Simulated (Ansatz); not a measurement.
`[SiH3]SC1CO1` and `BC1CO1` differ in one atom or group.

Ansatz, PBE0-D4/def2-TZVP geometries, multiplicity 1. Each molecule was computed in one conformer, which needn't be the lowest.

| property | `[SiH3]SC1CO1` |
| --- | --- |
| LUMO energy (B3LYP/def2-TZVPP) / eV | -0.08 |
| HOMO–LUMO gap (B3LYP/def2-TZVPP) / eV | 7.03 |
| HOMO energy (PBE/def2-TZVPP) / eV | -6.13 |
| HOMO energy (ωB97M-V/def2-TZVPP) / eV | -9.55 |
| HOMO–LUMO gap (PBE0/def2-TZVPP) / eV | 7.48 |
| LUMO energy (ωB97M-V/def2-TZVPP) / eV | 1.89 |

Question: What does the change do to each property? (Estimate.)

Answer: The calculation gave: 
| property | `BC1CO1` | shift |
| --- | --- | --- |
| LUMO energy (B3LYP/def2-TZVPP) / eV | -1.84 | -1.76 |
| HOMO–LUMO gap (B3LYP/def2-TZVPP) / eV | 5.91 | -1.12 |
| HOMO energy (PBE/def2-TZVPP) / eV | -6.37 | -0.24 |
| HOMO energy (ωB97M-V/def2-TZVPP) / eV | -10.44 | -0.89 |
| HOMO–LUMO gap (PBE0/def2-TZVPP) / eV | 6.41 | -1.07 |
| LUMO energy (ωB97M-V/def2-TZVPP) / eV | 0.32 | -1.57 |

With PBE0 the HOMO falls by 0.66 eV and the LUMO falls by 1.73 eV, so the gap narrows by about 1.07 eV. PBE moves the HOMO by -0.24 eV and ωB97M-V by -0.89 eV.

B3LYP here is the variant with VWN-RPA as its local correlation; programs differ in this.
